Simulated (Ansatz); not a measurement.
Geometry optimisation, RKS PBE0-D4/def2-SVP (Ansatz).

Input file:

```yaml
crystal:
  periodic: [false, false, false]
  atoms:
    - { symbol: B, position_ang: [0.2496, -0.2373, -0.219] }
    - { symbol: H, position_ang: [1.1298, 0.7375, 0.545] }
    - { symbol: O, position_ang: [0.1322, 0.2968, -1.4564] }
    - { symbol: O, position_ang: [0.6087, -1.5087, 0.031] }
    - { symbol: H, position_ang: [0.3388, 1.014, 1.0513] }
    - { symbol: S, position_ang: [-1.3787, 0.4855, 1.0849] }
    - { symbol: H, position_ang: [0.2075, -0.3338, -2.1725] }
    - { symbol: H, position_ang: [0.4698, -1.885, 0.8962] }
    - { symbol: H, position_ang: [-1.7576, 1.431, 0.2395] }
basis:
  gaussian: { orbitals: def2-SVP }
hamiltonian:
  xc: pbe0
  dispersion: d4
relax:
  f_tol: 0.15
  max_steps: 25
  restrain:
    - { distance: [0, 5], at: 1.89, k: 30.0 }
    - { distance: [4, 1], at: 0.62, k: 30.0 }
    - { distance: [0, 1], at: 2.45, k: 30.0 }
    - { distance: [4, 5], at: 2.66, k: 30.0 }
```

Command:

```bash
$ ansatz run input.yaml --threads 2 --pin off --max-ram 3072MiB --backend cpu --events-out ev --progress --plain --runs-dir out
```

Problem. Where does it end, and by what steps?

Solution. The forces met the threshold. The restraints hold the end off the free minimum. After 9 steps the energy has fallen by 1.874 eV (the restraints' own energy left out); H5 moved furthest, 0.65 Å. Joined: H2–H5.

| step | energy less start (eV) | largest force component (eV/Å) | accepted |
| --- | --- | --- | --- |
| 0 | 0.0000 | 1.245 | yes |
| 1 | -0.6664 | 2.599 | yes |
| 2 | -1.1163 | 3.753 | yes |
| 3 | -1.5984 | 3.157 | yes |
| 4 | -1.8103 | 2.152 | yes |
| 5 | -1.8684 | 2.063 | yes |
| 6 | -1.8682 | 2.024 | yes |
| 7 | -1.9081 | 1.533 | no |
| 8 | -1.8895 | 1.870 | yes |
| 9 | -1.8744 | 2.207 | yes |

```xyz
9
Properties=species:S:1:pos:R:3
B -0.264 -0.387 -0.263
H 1.545 0.986 0.679
O -0.155 0.233 -1.461
O 0.501 -1.474 0.016
H 0.973 1.173 1.044
S -1.527 0.252 0.957
H 0.516 -0.185 -2.014
H 0.358 -1.851 0.889
H -1.947 1.251 0.154
```

Whether the end is a true minimum wasn't checked by a vibrational analysis.

The run took 11 s on 2 threads of Intel(R) Xeon(R) 6975P-C (Granite Rapids) (shared host), peak memory 0.17 GiB.
